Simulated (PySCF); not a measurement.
A structure optimised at PBE-D3(BJ)/def2-SVP, used in a PySCF frequency run:

```
C
C 1 1.3404
F 2 1.3328 1 122.24
H 1 1.0997 2 121.35 3 0.00
H 2 1.1026 3 113.38 1 -180.00
C 1 1.4944 4 116.84 2 180.00
F 6 1.3559 1 111.23 4 -59.44
F 6 1.3559 7 106.77 1 -121.52
F 6 1.3563 7 107.49 8 -115.09
```
Charge 0, spin multiplicity 1.

Task: Write its SMILES, formula and point group.

Result: F/C=C/C(F)(F)F, C3H2F4, Cs

Task: What are its rotational constants (standard atomic weights)?

Result: 5.2516, 1.4371, 1.4121 GHz
